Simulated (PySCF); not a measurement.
Si(CF3)(H)2(Me) (C₂H₅F₃Si), SMILES C(F)(F)([SiH2]C)F. Heavy atoms are numbered as in [SiH2:1]([CH3:2])[C:3]([F:4])([F:5])[F:6]. Hydrogens are named by the atom that carries them.

Coordinates come from a B3LYP-D3(BJ)/def2-SVP optimisation.

Calculation: PBE/def2-TZVP (PySCF).

ESP charges are fitted to the potential on shells at 1.4 to 2.0 van der Waals radii. Atomic charges (e), one atom of each kind:

```tsv
atom	IAO	ESP fit	Löwdin
Si1 (SiH2)	0.71	0.35	0.30
C2 (CH3)	-0.73	-0.56	-0.46
C3	0.53	0.30	-0.80
F4	-0.27	-0.16	0.20
H on Si1	-0.10	-0.07	-0.02
H on C2	0.17	0.16	0.14
```

Computed Mayer and Wiberg (Löwdin basis) orders of the bonds:
| bond | Mayer | Wiberg |
|---|---|---|
| Si1–C2 | 1.03 | 1.26 |
| Si1–C3 | 0.94 | 1.01 |
| C3–F4 | 1.14 | 1.79 |
| C3–F5 | 1.12 | 1.77 |
| C3–F6 | 1.12 | 1.77 |
